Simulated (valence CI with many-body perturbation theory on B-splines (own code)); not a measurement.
Results of a calculation; reference values are marked as such.
Tb²⁵⁺ in three bases

Level of theory: relativistic CI+MBPT: four valence electrons over a frozen Dirac-Fock core [Kr], radial functions for each j: 7 s, 7 p, 8 d, 6 f, 4 g, 1 h, with the one-electron correlation potential Σ1 (screened to all orders), the two-electron term Σ2, the three-electron term Σ3, Breit, model QED; selected single and double excitations, second order for the rest, scaled by the run's own slope (own B-spline code, finite nucleus).

No measured levels were compared; by estimate terms of the open shell hold to 2 to 4 % of their energy, and close levels can change places. Only levels of the ground parity were solved; by the run's estimate the other parity begins above the list, which can be wrong where configurations are misplaced.

The reference run has the lowest level (4d3/2^4) J=0 and an ionisation energy of 867.585 eV. Its largest variational space holds 19697 state functions.

Levels are named by their leading jj configuration (3d3/2^4 stands for four electrons in 3d with j = 3/2), which in mixed levels can hold well under half, so a name can repeat and another be missing. Letters in brackets count levels of one name in rising energy.

Changed runs:
A. basis 6 s, 6 p, 5 d, 5 f, 1 g
B. basis 5 s, 5 p, 4 d, 4 f

Excitation energies of the reference run in cm⁻¹, and shifts in cm⁻¹:

| Level | Reference | A | B |
| --- | --- | --- | --- |
| (4d3/2^3 4d5/2) J=1 | 46075 | -203 | -449 |
| (4d3/2^3 4d5/2) J=2 | 70872 | -210 | -321 |
| (4d3/2^3 4d5/2) J=4 | 77736 | +2.0 | +256 |
| (4d3/2^3 4d5/2) J=3 | 81945 | -134 | -45 |
| (4d3/2^2 4d5/2^2) J=0 [a] | 117512 | -102 | -207 |
| (4d3/2^2 4d5/2^2) J=4 [a] | 123194 | -161 | -134 |
| (4d3/2^2 4d5/2^2) J=2 [a] | 128476 | +4.3 | +549 |
| (4d3/2^2 4d5/2^2) J=3 [a] | 129349 | -107 | +203 |
| (4d3/2^2 4d5/2^2) J=5 | 140245 | -44 | +383 |
| (4d3/2^2 4d5/2^2) J=1 | 145538 | -17 | +468 |
| (4d3/2^2 4d5/2^2) J=6 | 148584 | +17 | +568 |
| (4d3/2^2 4d5/2^2) J=4 [b] | 158257 | +54 | +661 |
| Ionisation energy (eV) | 867.585 | -0.063 | -0.142 |
